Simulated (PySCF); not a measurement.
**Gas-phase XPS of `C=C1C(C#N)=C1C#N`, computed**

Compound: C6H2N2.
Geometry (GFN2-xTB, Å), atoms numbered from 1 in this order:
```xyz
10
C6H2N2 angstrom
C      1.8790   -0.6156    0.0568
C      0.6385   -0.2082    0.0174
C     -0.7808   -0.3685    0.2990
C     -1.7981   -1.1238    0.8302
N     -2.6296   -1.7766    1.2825
C     -0.3924    0.7556   -0.3394
C     -0.7341    1.9558   -0.9142
N     -0.9909    2.9650   -1.4020
H      2.1434   -1.5553    0.5097
H      2.6738   -0.0238   -0.3625
```

Method used: delta-SCF UKS SCAN, pcX-2 on the ionised atom, pcseg-1 elsewhere, spin-free X2C (PySCF). Binding energies are ΔSCF values: E(core-ionised, relaxed orbitals) − E(ground state) at a fixed geometry, referred to the vacuum level.

Question: List the computed XPS lines with their assignment.

Answer: 
```csv
atom(s),environment,level,binding energy (eV),above the level's lowest (eV),count
C4/C7,nitrile carbon,C 1s,292.94,+2.43,2
C2,fully substituted alkene carbon,C 1s,292.42,+1.91,1
C1,terminal =CH2 carbon,C 1s,290.51,0.00,1
```

The listed C 1s values span 2.43 eV, from C1 (bonded to C (double bond) and 2 H) to C4/C7 (bonded to N (triple bond) and C). The widest gap between neighbouring values is 1.91 eV, between 290.51 and 292.42 eV. Summing the Pauling electronegativity differences to the bonded atoms, each weighted by its formal bond order, gives -0.70 for the lowest site and +1.47 for the highest; no listed site has a larger sum than the highest.

Question: What is the C 1s shift of C4/C7 against C2?

Answer: 292.94 − 292.42 = +0.52 eV, or +50 kJ/mol.

Question: What is the longest wavelength that can ionise C 1s of C2 vertically?

Answer: λ = hc/E = 12398.42 eV Å / 292.42 eV = 42.399 Å.

The first atom of each set that the bonding makes equivalent was ionised and stands for the set. The list is incomplete; no value stands for C 1s of C3, C6 (hole states with ⟨S²⟩ of 1 or more are left out). No level of nitrogen is listed. Geometry: GFN2-xTB; no solvent, vibrations or thermal averaging.
